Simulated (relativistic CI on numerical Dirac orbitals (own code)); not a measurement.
**Sc+ in a cubic cluster: 2p photoemission with charge transfer**

Computed with a charge-transfer multiplet model of a cubic metal-ligand cluster with up to one ligand hole, Slater and spin-orbit integrals from Dirac-Coulomb-Breit ions, Slater integrals scaled by 0.7. The ground state mixes d2 with configurations of k ligand holes L, whose averages lie at kΔ + k(k − 1)U_dd/2; a core hole lowers each added d electron by U_cd. 300 K, Lorentzian 0.6 eV and Gaussian 0.8 eV FWHM.

Atomic integrals in eV (Slater integrals scaled, ζ unscaled), ground: F2dd 4.121, F4dd 2.525, zeta_d 0.005; with the core hole: F2dd 5.938, F4dd 3.699, zeta_d 0.015, zeta_core 3.008, F2cd 3.076, G1cd 2.145, G3cd 1.214.

Cluster parameters (eV): U_dd = 5.1, U_cd = 6.4, 10Dq = 1.05, 10Dq(ligand) = 0.6, V(eg) = 2.2, V(t2g) = -1.05, final-state hopping factor = 1.

```json
{"Case": "Δ = 4.8 eV", "n_d": "2.27", "d2": "0.73", "d3L": "0.27", "S": "1.00"}
{"Case": "Δ = 5.8 eV", "n_d": "2.24", "d2": "0.76", "d3L": "0.24", "S": "1.00"}
{"Case": "Δ = 6.8 eV", "n_d": "2.21", "d2": "0.79", "d3L": "0.21", "S": "1.00"}
{"Case": "Δ = 7.8 eV", "n_d": "2.18", "d2": "0.82", "d3L": "0.18", "S": "1.00"}
{"Case": "Δ = 10.8 eV", "n_d": "2.13", "d2": "0.87", "d3L": "0.13", "S": "1.00"}
```

Weights, n_d and S are thermal averages at 300 K. Binding energies count from the first peak over 30 % of the highest in each spectrum, which can be another peak from case to case. The parameters are a model scan and need not match a compound or its usual spin state. Peaks in eV (height, largest 100):
- Δ = 4.8 eV: 0.0 (100), 4.8 (49), 10.0 (10), 14.8 (5)
- Δ = 5.8 eV: 0.0 (100), 4.7 (50), 9.8 (9)
- Δ = 6.8 eV: 0.0 (100), 4.7 (51), 9.8 (8)
- Δ = 7.8 eV: 0.0 (100), 4.8 (52), 10.0 (7)
- Δ = 10.8 eV: 0.0 (100), 4.8 (54)

Curve for Δ = 4.8 eV (points under 2 left out, the grid thinned):

E (eV), Intensity and a bar:
```
     -3.2        2.1 
     -2.8        2.7 
     -2.4        3.7 #
     -2.0        5.6 #
     -1.7        8.2 ##
     -1.3       16.5 ####
     -0.9       37.9 ###########
     -0.5       73.6 ######################
     -0.1       98.7 ##############################
      0.3       90.6 ############################
      0.6       67.1 ####################
      1.0       36.5 ###########
      1.4       20.7 ######
      1.8       14.3 ####
      2.2       11.7 ###
      2.6       11.0 ###
      2.9       11.2 ###
      3.3       12.8 ###
      3.7       17.8 #####
      4.1       29.7 #########
      4.5       45.0 #############
      4.9       48.5 ##############
      5.2       40.2 ############
      5.6       25.3 #######
      6.0       15.4 ####
      6.4       10.4 ###
      6.8        7.5 ##
      7.2        5.5 #
      7.6        4.2 #
      7.9        3.7 
      8.3        3.5 
      8.7        4.2 #
      9.1        5.7 #
      9.5        8.3 ##
      9.9       10.1 ###
     10.2        9.7 ##
     10.6        6.9 ##
     11.0        4.1 #
     11.4        2.7 
     11.8        2.2 
     14.1        3.0 
     14.4        4.5 #
     14.8        5.4 #
     15.2        4.0 #
     15.6        2.2
```

For the case Δ = 7.8 eV, Δ = 7.8 eV is larger than U_dd = 5.1 eV, the Mott-Hubbard side of the Zaanen-Sawatzky-Allen scheme. With the core hole the configuration with one ligand hole lies at Δ − U_cd = -1.6, -0.6, 0.4, 1.4, 4.4 eV from the one without, in the order of the table; where this is negative the screened configuration lies lower, though the effective hopping of about 4.8 eV (from the holes of the mixed ground state) mixes the two strongly wherever it is as large as the gap.

With at most 1 ligand hole the space is cut while the next configuration still counts, so covalency is underestimated, and a final configuration with one more ligand hole, which can lie low, is missing from the spectra.
